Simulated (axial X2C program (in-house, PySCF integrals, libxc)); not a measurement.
How the levels of TbOH⁺ (f9 s0 orbitals) move with the bond length

Calculated with an axial X2C code built on PySCF integrals: two-component X2C with atomic mean-field Coulomb and Gaunt terms, basis Tb dyall-v3z, O dyall-v3z, H dyall-v3z (cores contracted in-house). Orbitals come from Hartree–Fock averaged over the configuration Tb f9 s0; CI then distributes these electrons over the f, s shells of Tb.

At Tb–O–H held linear, bonds 2.036 and 0.950 Å (the second held):

```json
{"Ω": "15/2", "energy (cm⁻¹)": "0", "g∥": "19.93", "configuration": "100% f9"}
{"Ω": "13/2", "energy (cm⁻¹)": "318", "g∥": "17.08", "configuration": "100% f9"}
{"Ω": "11/2", "energy (cm⁻¹)": "553", "g∥": "14.37", "configuration": "100% f9"}
{"Ω": "9/2", "energy (cm⁻¹)": "731", "g∥": "11.72", "configuration": "100% f9"}
{"Ω": "7/2", "energy (cm⁻¹)": "868", "g∥": "9.09", "configuration": "100% f9"}
{"Ω": "5/2", "energy (cm⁻¹)": "974", "g∥": "6.46", "configuration": "100% f9"}
{"Ω": "3/2", "energy (cm⁻¹)": "1047", "g∥": "3.87", "configuration": "100% f9"}
{"Ω": "1/2", "energy (cm⁻¹)": "1085", "g∥": "1.29", "configuration": "100% f9"}
{"Ω": "13/2", "energy (cm⁻¹)": "2764", "g∥": "16.82", "configuration": "100% f9"}
{"Ω": "11/2", "energy (cm⁻¹)": "2960", "g∥": "13.88", "configuration": "100% f9"}
{"Ω": "9/2", "energy (cm⁻¹)": "3173", "g∥": "11.15", "configuration": "100% f9"}
{"Ω": "7/2", "energy (cm⁻¹)": "3347", "g∥": "8.61", "configuration": "100% f9"}
{"Ω": "5/2", "energy (cm⁻¹)": "3468", "g∥": "6.14", "configuration": "100% f9"}
{"Ω": "3/2", "energy (cm⁻¹)": "3544", "g∥": "3.67", "configuration": "100% f9"}
```

g∥ is the magnitude of 2⟨Lz + ge Sz⟩ for the +Ω component. The lowest 14 levels at most are listed.

At Tb–O–H held linear, bonds 2.117 and 0.950 Å (the second held):

| Ω | energy (cm⁻¹) | g∥ | configuration |
| --- | --- | --- | --- |
| 15/2 | 0 | 19.93 | 100% f9 |
| 13/2 | 305 | 17.09 | 100% f9 |
| 11/2 | 541 | 14.37 | 100% f9 |
| 9/2 | 725 | 11.71 | 100% f9 |
| 7/2 | 866 | 9.08 | 100% f9 |
| 5/2 | 972 | 6.47 | 100% f9 |
| 3/2 | 1043 | 3.87 | 100% f9 |
| 1/2 | 1079 | 1.29 | 100% f9 |
| 13/2 | 2756 | 16.81 | 100% f9 |
| 11/2 | 2961 | 13.89 | 100% f9 |
| 9/2 | 3168 | 11.16 | 100% f9 |
| 7/2 | 3339 | 8.61 | 100% f9 |
| 5/2 | 3462 | 6.12 | 100% f9 |
| 3/2 | 3541 | 3.66 | 100% f9 |

The lowest level lies 475 cm⁻¹ above the lowest at the first distance.

(1) How does the gap from the lowest to the fifth level change between the two distances?

There is no dynamic correlation: spin–orbit spacings and, for f shells, spacings inside one term are the most reliable numbers, splittings between terms come out too wide, and energies between configurations are not reliable, so the lowest level need not be the ground state of the molecule. At most 4 roots were kept for each Ω > 0 (twice that for Ω = 0) within 2.2 eV of the lowest, so higher up levels can be missing between those listed; levels with Ω > 0 are doubly degenerate and listed once, Ω = 0 levels singly. States that fill the shells left empty in the average are placed too high. The molecule was held linear; bending was not examined.

Answers

(1) From 868 to 866 cm⁻¹, a factor of 1.00.
